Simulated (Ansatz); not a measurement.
C$_{2}$H$_{6}$BrFGaN (`C[N](C)[Ga]([F])[Br]`). The species carries charge 0 and has multiplicity 1. Geometry: relaxed with PBE0-D4/def2-TZVP. It is one conformer, not always the lowest.

```xyz
12

C     0.654    0.800   -0.979
N    -0.003   -0.013    0.013
C     0.883   -0.865    0.769
Ga   -1.774    0.015    0.306
F    -2.413   -1.033    1.549
Br   -3.233    1.319   -0.830
H     1.180    0.180   -1.717
H     1.395    1.468   -0.518
H    -0.068    1.420   -1.515
H     0.325   -1.455    1.499
H     1.633   -0.275    1.312
H     1.421   -1.561    0.111
```

(1) What is the dipole moment at B3LYP/def2-TZVPP? (Estimate.)

(2) And with PBE, r2SCAN, ωB97M-V? (Estimate.)

(3) Give the Mulliken charges with B3LYP, PBE, r2SCAN in def2-TZVPP. (Best estimate.)

Answers

(1) The calculation gave: 2.80 D, with components (2.62, 0.41, -0.91) D in this frame, pointing from negative to positive charge.

(2) Computed: PBE 2.78 D, r2SCAN 2.84 D, ωB97M-V 2.71 D.

(3) Computed: 
```
atom  B3LYP    PBE  r2SCAN
  C1  -0.17  -0.17   -0.04
  N2  -0.20  -0.12   -0.22
  C3  -0.17  -0.18   -0.04
 Ga4   0.61   0.50    0.60
  F5  -0.38  -0.33   -0.38
 Br6  -0.24  -0.23   -0.24
  H7   0.09   0.09    0.05
  H8   0.09   0.09    0.05
  H9   0.10   0.09    0.06
 H10   0.10   0.10    0.06
 H11   0.09   0.09    0.05
 H12   0.09   0.09    0.05
```

B3LYP here is the variant with VWN-RPA as its local correlation; programs differ in this.
